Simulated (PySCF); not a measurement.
# Excitation energies in several basis sets

Species: AlH8NOSi.
Atom-mapped SMILES: `[NH3+:1][AlH2-:2][O:3][SiH3:4]` (hydrogens: H5, H6, H7 on N1; H8, H9 on Al2; H10, H11, H12 on Si4)

TDDFT with PBE0 (PySCF), vertical singlets, core orbitals frozen in the response, spherical d and f functions. The structure is a single PBE0-D3(BJ)/def2-SVP conformer in the gas phase; no vibrational or solvent corrections.

| basis | functions | diffuse | S1 (eV) | S2 (eV) | S3 (eV) | S4 (eV) | S5 (eV) | LUMO (eV) | α (au) |
| --- | --- | --- | --- | --- | --- | --- | --- | --- | --- |
| 6-31G* | 80 | no | 6.26 | 6.74 | 7.18 | 7.28 | 7.47 | 0.37 | 54.2 |
| 6-31+G* | 96 | yes | 5.58 | 6.34 | 6.41 | 6.76 | 6.97 | -0.70 | 61.9 |
| def2-SVP | 104 | no | 6.29 | 6.89 | 7.16 | 7.50 | 7.51 | 0.24 | 58.5 |
| def2-SVPD | 155 | yes | 5.76 | 6.43 | 6.61 | 6.95 | 7.09 | -0.50 | 71.3 |
| aug-cc-pVDZ | 172 | yes | 5.38 | 6.16 | 6.19 | 6.54 | 6.76 | -0.96 | 73.1 |
| def2-TZVP | 184 | no | 5.92 | 6.54 | 6.78 | 7.11 | 7.15 | -0.29 | 66.4 |
| def2-TZVPD | 235 | yes | 5.59 | 6.32 | 6.41 | 6.75 | 6.96 | -0.73 | 72.2 |

Question: How much do these states and the polarisability depend on the basis?

Answer: States are compared by their number. Against the largest diffuse basis here (def2-TZVPD, itself not a converged limit), sets without diffuse functions differ by up to 0.70 eV in S1 and 0.55 eV in S5; the smaller diffuse sets differ by up to 0.21 and 0.20 eV. State by state, the largest deviation of a set without diffuse functions is S1 0.70, S2 0.56, S3 0.77, S4 0.75, S5 0.55 eV. The same number needn't mean the same state in each row. Against def2-TZVPD the polarisability deviates by -25% in 6-31G*, -14% in 6-31+G*, -19% in def2-SVP, -1% in def2-SVPD, +1% in aug-cc-pVDZ, -8% in def2-TZVP. A single + in a Pople set puts diffuse functions on heavy atoms only.

Without π bonds the low states are Rydberg-like; a valence basis with one diffuse set may place them up to an eV too high.
